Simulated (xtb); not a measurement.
Hg, triplet (GFN-xTB shapes and energies of metal compounds can be far from the true ones) (a higher spin typed on purpose: for a closed-shell molecule this is an excited state); GFN0-xTB in xtb 6.7.1.

xtb was given this input:
```
$ xtb mol.xyz --gfn 0 --chrg 0 --uhf 2 --json

# file mol.xyz
1

Hg     0.00000000     0.00000000     0.00000000
```

What the program printed (banner, timings and long lists left out):

```
   ID    Z sym.   atoms
    1   80 Hg     1

           -------------------------------------------------
          |                Calculation Setup                |
           -------------------------------------------------

           -------------------------------------------------
          |                 G F N 0 - x T B                 |
           -------------------------------------------------

          ...................................................
          :                      SETUP                      :
          :.................................................:
          :  # basis functions                   4          :
          :  # atomic orbitals                   4          :
          :  # shells                            2          :
          :  # electrons                         2          :
          :  electronic temp.          300.0000000     K    :
          :  accuracy                    1.0000000          :
          :  -> integral cutoff          0.2500000E+02      :
          :  -> integral neglect         0.1000000E-07      :
          ...................................................

         :::::::::::::::::::::::::::::::::::::::::::::::::::::
         ::                     SUMMARY                     ::
         :::::::::::::::::::::::::::::::::::::::::::::::::::::
         :: total energy              -0.546997307060 Eh    ::
         :: gradient norm              0.000000000000 Eh/a0 ::
         :: HOMO-LUMO gap              0.000000000000 eV    ::
         ::.................................................::
         :: H0 energy                 -0.546997307060 Eh    ::
         :: repulsion energy           0.000000000000 Eh    ::
         :: electrostat energy         0.000000000000 Eh    ::
         :: -> Gsolv                   0.000000000000 Eh    ::
         ::    -> Gsasa                0.000000000000 Eh    ::
         ::    -> Gshift               0.000000000000 Eh    ::
         :: dispersion energy          0.000000000000 Eh    ::
         :: short-range corr.          0.000000000000 Eh    ::
         :: add. restraining           0.000000000000 Eh    ::
         :: total charge               0.000000000000 e     ::
         :::::::::::::::::::::::::::::::::::::::::::::::::::::

           -------------------------------------------------
          |                Property Printout                |
           -------------------------------------------------

    * Orbital Energies and Occupations

         #    Occupation            Energy/Eh            Energy/eV
      -------------------------------------------------------------
         1        1.0000           -0.4472221             -12.1695
         2        0.3333           -0.0979611              -2.6657 (HOMO)
         3        0.3333           -0.0979611              -2.6657 (LUMO)
         4        0.3333           -0.0979611              -2.6657
      -------------------------------------------------------------
                  HL-Gap            0.0000000 Eh            0.0000 eV
             Fermi-level            0.0000000 Eh            0.0000 eV

     #   Z          covCN         q      C6AA      α(0)
     1  80 Hg       0.000     0.000   365.180    37.167

 Mol. C6AA /au·bohr⁶  :        365.179684
 Mol. C8AA /au·bohr⁸  :      36657.307690
 Mol. α(0) /au        :         37.166815

Wiberg/Mayer (AO) data.
largest (>0.10) Wiberg bond orders for each atom

 ---------------------------------------------------------------------------
     #   Z sym  total        # sym  WBO       # sym  WBO       # sym  WBO
 ---------------------------------------------------------------------------
     1  80 Hg   0.000
 ---------------------------------------------------------------------------

 dipole moment from electron density (au)
     X       Y       Z
   0.0000   0.0000   0.0000  total (Debye):    0.000

           -------------------------------------------------
          | TOTAL ENERGY               -0.546997307060 Eh   |
          | GRADIENT NORM               0.000000000000 Eh/α |
          | HOMO-LUMO GAP               0.000000000000 eV   |
           -------------------------------------------------

normal termination of xtb
```
